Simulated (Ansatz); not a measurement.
Total energies of the cluster Zn₅Te₄ (the lowest singlet isomer of a short search) from Ansatz at PBE0-D4/def2-SVP, gas phase (1 Eh = 27.2114 eV = 2625.5 kJ/mol). The reference geometry is relaxed at PBE-D4/def2-SVP.

```tsv
atom	x (Å)	y (Å)	z (Å)
Zn1	1.8812	2.0788	-0.1644
Zn2	1.7912	-0.7581	0.6462
Zn3	-1.0098	1.6135	-0.6089
Zn4	-3.0883	-3.3048	-0.0659
Zn5	-1.2544	-1.4111	0.1421
Te6	2.9006	1.1046	1.8830
Te7	0.7908	-2.6237	-0.6591
Te8	0.5695	2.7560	-2.1657
Te9	-2.5808	0.5447	0.9926
```

```tsv
state	geometry	energy (Eh)
charge 0 singlet	reference	-9966.94998
charge 1 doublet	reference	-9966.67324
charge -1 doublet	reference	-9966.98390
charge 0 triplet	relaxed at PBE-D4/def2-SVP	-9966.87570
charge 0 quintet	relaxed at PBE-D4/def2-SVP	-9966.84248
free Zn atom (singlet)	–	-1778.88088
free Te atom (triplet)	–	-267.98598
```

In the def2 sets Te takes a core potential; there is no spin–orbit coupling.

Question: Work out the vertical ionisation energy to the doublet.

Answer: E(charge 1 doublet) − E(charge 0 singlet) = -9966.67324 − (-9966.94998) = 0.27674 Eh = 7.53 eV. For comparison, −ε of the highest occupied level is 6.21 eV at this level, 1.32 eV less.

Question: Work out the vertical electron affinity, to the doublet.

Answer: E(charge 0 singlet) − E(charge -1 doublet) = -9966.94998 − (-9966.98390) = 0.03392 Eh = 0.92 eV. The basis lacks diffuse functions, which makes affinities too small.

Question: Give the fundamental gap IE − EA, the Mulliken electronegativity (IE + EA)/2 and the hardness (IE − EA)/2.

Answer: From the values in Eh: IE − EA = 0.27674 − 0.03392 = 0.24282 Eh = 6.61 eV; (IE + EA)/2 = 4.23 eV; (IE − EA)/2 = 3.30 eV. The HOMO–LUMO gap of the same run is 4.07 eV, 2.54 eV smaller than the fundamental gap.

Question: Which of the charge 0 states is lowest, and how far above it are the others?

Answer: The singlet. triplet: -9966.87570 − (-9966.94998) = 0.07428 Eh = 195.0 kJ/mol; quintet: -9966.84248 − (-9966.94998) = 0.10750 Eh = 282.2 kJ/mol. The triplet differs in its bonds from the reference. The quintet differs in its bonds from the reference.

Question: What is the binding energy per atom against free atoms?

Answer: Atoms: 5 × (-1778.88088) + 4 × (-267.98598) = -9966.34832 Eh. Binding: -9966.34832 − (-9966.94998) = 0.60166 Eh = 16.37 eV, or 1.82 eV for each of 9 atoms (no zero-point energy, no counterpoise term).

At PBE0-D4/def2-SVP the highest occupied level of the charge -1 doublet lies above zero (up to 0.30 eV). By energy differences its removal costs 0.92 eV (vertical, to the charge 0 singlet, at PBE0-D4/def2-SVP); self-interaction error and the lack of diffuse functions both raise the level.  

The structure comes from a short search, and lower isomers may exist.
